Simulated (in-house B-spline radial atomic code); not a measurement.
# The erbium ion Er³⁺: [Kr] (4d3/2)3 (4d5/2)6 (4f5/2)6 (4f7/2)5 5s2 5p6 (6f5/2)1 (an excited or competing configuration)

All numbers are computed (Dirac-Hartree-Fock, average of the jj configuration; Fermi nucleus of rms radius 5.2516 fm) with a B-spline radial code for spherical atoms, not measured.

Z_r = [3n² - l(l+1)]/(2<r>); Z_e = n√(-2ε); the last column is Slater's effective charge. Values are occupation-weighted means over j. An effective charge above Z reflects the relativistic contraction of the inner shells.

```json
{"shell": "1s", "electrons": "2", "ε (eV)": "-57890", "<r> (bohr)": "0.02037", "Z_r": "73.65", "Z_e": "65.23", "Slater": "67.70"}
{"shell": "2s", "electrons": "2", "ε (eV)": "-9899.2", "<r> (bohr)": "0.08582", "Z_r": "69.91", "Z_e": "53.95", "Slater": "63.85"}
{"shell": "2p", "electrons": "6", "ε (eV)": "-8796.4", "<r> (bohr)": "0.07637", "Z_r": "65.47", "Z_e": "50.85", "Slater": "63.85"}
{"shell": "3s", "electrons": "2", "ε (eV)": "-2316.2", "<r> (bohr)": "0.2242", "Z_r": "60.22", "Z_e": "39.14", "Slater": "56.75"}
{"shell": "3p", "electrons": "6", "ε (eV)": "-1970.5", "<r> (bohr)": "0.2232", "Z_r": "56.00", "Z_e": "36.10", "Slater": "56.75"}
{"shell": "3d", "electrons": "10", "ε (eV)": "-1517.5", "<r> (bohr)": "0.2037", "Z_r": "51.55", "Z_e": "31.68", "Slater": "46.85"}
{"shell": "4s", "electrons": "2", "ε (eV)": "-526.1", "<r> (bohr)": "0.5069", "Z_r": "47.35", "Z_e": "24.87", "Slater": "40.25"}
{"shell": "4p", "electrons": "6", "ε (eV)": "-408.18", "<r> (bohr)": "0.5358", "Z_r": "42.93", "Z_e": "21.91", "Slater": "40.25"}
{"shell": "4d", "electrons": "9", "ε (eV)": "-243.92", "<r> (bohr)": "0.5805", "Z_r": "36.17", "Z_e": "16.94", "Slater": "29.20"}
{"shell": "5s", "electrons": "2", "ε (eV)": "-107.53", "<r> (bohr)": "1.219", "Z_r": "30.76", "Z_e": "14.06", "Slater": "13.75"}
{"shell": "5p", "electrons": "6", "ε (eV)": "-74.731", "<r> (bohr)": "1.388", "Z_r": "26.30", "Z_e": "11.72", "Slater": "13.75"}
{"shell": "4f", "electrons": "11", "ε (eV)": "-65.583", "<r> (bohr)": "0.7085", "Z_r": "25.41", "Z_e": "8.78", "Slater": "19.50"}
{"shell": "6f", "electrons": "1", "ε (eV)": "-8.7961", "<r> (bohr)": "7.749", "Z_r": "6.19", "Z_e": "4.82", "Slater": "4.00"}
```

The least bound orbital is 6f5/2 at -8.796 eV, and it is also the most diffuse (<r> = 7.749 bohr). The part-filled 4d shell lies below the filled 5p shell in orbital energy.

For the 1s electron the small component carries 6.48 % of the norm, the zero-frequency Breit interaction raises the level by 184 eV, self-energy by 112 eV, and vacuum polarisation lowers it by 19.37 eV.
